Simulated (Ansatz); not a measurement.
Level of theory: frozen-core CCSD(T)/def2-TZVPP // r2SCAN-D4/def2-TZVP run with Ansatz (a program for electronic structure).

Ansatz 0.2 input:
```yaml
crystal:
  periodic: [false, false, false]
  atoms:
    - { symbol: F, position_ang: [2.054411, -1.236175, -0.256068] }
    - { symbol: Si, position_ang: [1.364495, 0.187274, -0.507388] }
    - { symbol: F, position_ang: [2.026385, 1.177996, 0.563017] }
    - { symbol: Ge, position_ang: [-0.986029, -0.005556, -0.016581] }
    - { symbol: H, position_ang: [-1.209977, -0.504642, 1.417856] }
    - { symbol: H, position_ang: [-1.636306, 1.369956, -0.191576] }
    - { symbol: H, position_ang: [-1.612978, -0.988852, -1.009258] }
basis:
  gaussian: { orbitals: def2-TZVPP }
correlation:
  method: ccsd_t
magnetization:
  spin_polarized: true
  initial_magnetization: 1
```

Output:

```
Functional definition: HF
1209 factors; integrals over basis functions are off by at most 7.6e-4 eV
mean field evaluation 1: about -69797.2194 eV, gradient 2.7e1 eV
mean field evaluation 2: about -69797.2264 eV, gradient 2.7e1 eV
mean field evaluation 4: about -69800.3134 eV, gradient 2.6e0 eV
mean field evaluation 8: about -69800.4400 eV, gradient 2.0e-1 eV
mean field evaluation 16: about -69800.4134 eV, gradient 8.6e-1 eV
mean field -69800.44117777 eV, -2565.1189008449 hartree, gradient 5.9e-6 eV, S^2 0.761469; 0 other end points of the search recorded, 0 dependent functions left out
16 core orbitals not correlated
reference -69800.44117777 eV, -2565.1189008449 hartree; 18, 17 occupied and 160, 161 virtual orbitals, 1209 factors
second order -23.25091701 eV of doubles, -0.00000000 eV of singles
cycle   1  -23.07677453 eV  change    1.7e-1 eV  update   1.2e-1
cycle   2  -23.69572415 eV  change   -6.2e-1 eV  update   3.6e-2
cycle   3  -23.83398397 eV  change   -1.4e-1 eV  update   2.0e-2
cycle   4  -23.81786430 eV  change    1.6e-2 eV  update   6.1e-3
cycle   5  -23.81597030 eV  change    1.9e-3 eV  update   3.2e-3
cycle   6  -23.81794899 eV  change   -2.0e-3 eV  update   1.4e-3
cycle   7  -23.81783091 eV  change    1.2e-4 eV  update   6.5e-4
cycle   8  -23.81802758 eV  change   -2.0e-4 eV  update   2.5e-4
cycle   9  -23.81815509 eV  change   -1.3e-4 eV  update   1.0e-4
cycle  10  -23.81811612 eV  change    3.9e-5 eV  update   4.1e-5
perturbative correction -0.74911606 eV, -0.0275295074 hartree
Total energy: -69825.00840996 eV, -2566.0217299753 hartree
```

Cost: around 7 core-minutes (rough).
